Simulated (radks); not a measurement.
Problem. All-electron atom: P5.375+ in 1s(up 1, down 0.625) 2s2 2p6 (fractional occupations, a model configuration). Calculated with a radial shooting solver on a logarithmic mesh with Libxc functionals: scalar-relativistic Kohn-Sham, PBE, spin-polarised, spherical densities, finite nucleus; Fermi nuclear charge, rms radius 3.1889 fm. Some entries of the table are withheld. Estimate them.

orbital   occ.  eigenvalue (eV)  r(max) (bohr)  <r^2> (bohr^2)
1s up        1        -2238.646        0.06721             (1)
1s down  0.625        -2221.399        0.06735             (2)
2s up        1        -269.2451         0.4095          0.3014
2s down      1        -268.4315         0.4106          0.3029
2p up        3              (3)         0.3410          0.2652
2p down      3              (4)         0.3423          0.2669

Solution. 
(1) 1s up <r^2> (bohr^2): 0.01415
(2) 1s down <r^2> (bohr^2): 0.01425
(3) 2p up eigenvalue (eV): -221.3708
(4) 2p down eigenvalue (eV): -220.6602
